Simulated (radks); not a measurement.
Effect of the nuclear size on neutral niobium, [Kr] 4d4 5s1. Method: Dirac Kohn-Sham, exchange-only LDA, spin-unpolarised, spherical densities, finite nucleus; open shells fill j = l - 1/2 first; Fermi nuclear charge, rms radius 4.324 fm; computed with a radial shooting solver on a logarithmic mesh with Libxc functionals. The rms radius is varied about that value; shifts are against it.

| rms radius (fm) | total energy shift (eV) | density at nucleus (e/bohr^3) | 1s1/2 shift (meV) | 2s1/2 shift (meV) | 4s1/2 shift (meV) |
|---|---|---|---|---|---|
| 3.7705 | -0.303 | 8.329e+04 | -128 | -13.6 | -0.376 |
| 3.9608 | -0.203 | 8.287e+04 | -85.8 | -9.10 | -0.252 |
| 4.324 | 0 | 8.212e+04 | 0.000 | 0.000 | 0.000 |
| 4.5402 | 0.128 | 8.171e+04 | 54.3 | 5.76 | 0.159 |
| 5.0807 | 0.474 | 8.077e+04 | 200 | 21.2 | 0.588 |

Slopes of the eigenvalues against <r^2> in GHz/fm^2, as finite differences over the two radii next to the reference (eigenvalue slopes, not the field-shift constants of lines): 1s1/2 6880, 2s1/2 729, 4s1/2 20.2.
